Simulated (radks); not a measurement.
Task: These are the eigenvalues of the occupied orbitals of an atom or ion with whole-number occupations (Ry). Method: scalar-relativistic Kohn-Sham, PBE, spin-polarised, spherical densities, point nucleus; computed with a radial shooting solver on a logarithmic mesh with Libxc functionals.

| orbital | eigenvalue |
|---|---|
| 1s down | -620.2261 |
| 1s up | -620.2260 |
| 2s up | -89.25144 |
| 2s down | -89.17097 |
| 2p up | -79.15344 |
| 2p down | -79.09283 |
| 3s up | -23.12990 |
| 3s down | -22.98934 |
| 3p up | -20.07859 |
| 3p down | -19.93871 |
| 3d up | -15.30419 |

Which element is it, and in what charge state? The configuration may be excited. Open shells, if any, are filled with parallel spins first.

Result: Z = 28, nickel, charge +9: Ni9+ in [Ar] 3d1. The list shows which subshells hold electrons but not how many an open one holds; the 1s level, -310.11 hartree, gives Z - s = 24.9 by -(Z - s)^2/2, which with screening and relativity narrows Z to a few neighbours, and the depths of the outer levels then fix element, charge and occupations together.
